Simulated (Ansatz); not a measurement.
`Br[Si]1(I)C=N1`, relaxed with RKS PBE0-D4/def2-TZVP in Ansatz 0.2.0 from a PBE-D4/def2-SVP geometry. The force threshold is 0.005 eV/Å; the program also tests the step.

The species carries charge 0 and has multiplicity 1. I takes the def2 core potential.

Start:

```xyz
6

Br    0.978   -1.991    1.345
Si    0.361   -0.065    0.444
I     1.396    1.850    1.524
C    -0.569    0.040   -1.079
N    -1.379    0.093   -0.065
H    -0.787    0.074   -2.169
```

```tsv
step	energy (eV)	largest force (eV/Å)	largest move (Å)
1	-88556.4052	1.089	0.000
2	-88556.4501	0.944	0.051
3	-88556.4650	0.267	0.022
4	-88556.4661	0.089	0.031
5 (rejected)	-88556.4655	0.326	0.021
6	-88556.4672	0.027	0.010
7	-88556.4675	0.009	0.010
8	-88556.4675	0.003	0.001
```

End:

```xyz
6

Br    0.976   -1.956    1.324
Si    0.320   -0.058    0.453
I     1.390    1.815    1.503
C    -0.549    0.038   -1.071
N    -1.359    0.089   -0.070
H    -0.778    0.071   -2.138
```

Hardware: 4 threads of a server CPU on a shared host. Wall time 33 s, peak host memory 0.68 GiB.
